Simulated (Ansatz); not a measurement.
The cluster PbO₂, relaxed as a singlet with RKS r2SCAN-D4/def2-TZVP in Ansatz, starting from the GFN1-xTB geometry. Force threshold 0.02 eV/Å.

In the def2 sets Pb takes a core potential; there is no spin–orbit coupling. The structure holds 1 bond(s) between oxygen atoms. The structure comes from a short search, and lower isomers may exist.

Start:

```csv
atom,x (Å),y (Å),z (Å)
Pb1,-0.5226,0.5231,-1.0911
O2,-0.2514,0.0602,0.9463
O3,0.7740,-0.5833,0.1447
```

```json
{"step": "1", "energy (eV)": "-9341.9941", "largest force component (eV/Å)": "1.507", "SCF passes": "21"}
{"step": "2", "energy (eV)": "-9342.0339", "largest force component (eV/Å)": "0.913", "SCF passes": "23"}
{"step": "3", "energy (eV)": "-9342.0574", "largest force component (eV/Å)": "0.065", "SCF passes": "22"}
{"step": "4", "energy (eV)": "-9342.0577", "largest force component (eV/Å)": "0.007", "SCF passes": "24"}
```

Force components are those of the run's own axes.

End:

```csv
atom,x (Å),y (Å),z (Å)
Pb1,-0.514,0.514,-1.072
O2,-0.284,0.083,0.959
O3,0.798,-0.597,0.113
```

By distances, no bond broke or formed. The bond that changes most is O2–O3, from 1.45 to 1.53 Å (atoms count from 1).

No frequencies were taken in this run, so the end may be a saddle point.

Hardware: 4 threads of Arm Neoverse V1 on a shared host. Wall time 3.3 s.
